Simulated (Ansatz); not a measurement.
Basis-set series for Br₂H₂O₂Sn (`[OH][Sn]([OH])([Br])[Br]`). Total charge 0; spin multiplicity 1. Sn: def2 effective core potential. All single points use the PBE0-D4/def2-TZVP geometry. It is one conformer, not always the lowest.

```csv
functional,basis,functions,energy (Eh),HOMO (eV),LUMO (eV)
PBE0-D4,def2-SVP,128,-5512.89244,-8.67,-2.45
PBE0-D4,def2-QZVPP,434,-5513.85019,-8.82,-2.64
ωB97M-V,def2-SVP,128,-5513.25917,-10.86,-0.40
ωB97M-V,def2-QZVPP,434,-5514.21338,-11.04,-0.72
```

Question: Give the rows for def2-TZVPP. (Best estimate.)

Answer: Ansatz gave: 
```json
{"functional": "PBE0-D4", "basis": "def2-TZVPP", "functions": "236", "energy (Eh)": "-5513.73285", "HOMO (eV)": "-8.81", "LUMO (eV)": "-2.61"}
{"functional": "ωB97M-V", "basis": "def2-TZVPP", "functions": "236", "energy (Eh)": "-5514.10040", "HOMO (eV)": "-11.02", "LUMO (eV)": "-0.64"}
```

Scalar relativity is left out up to krypton.
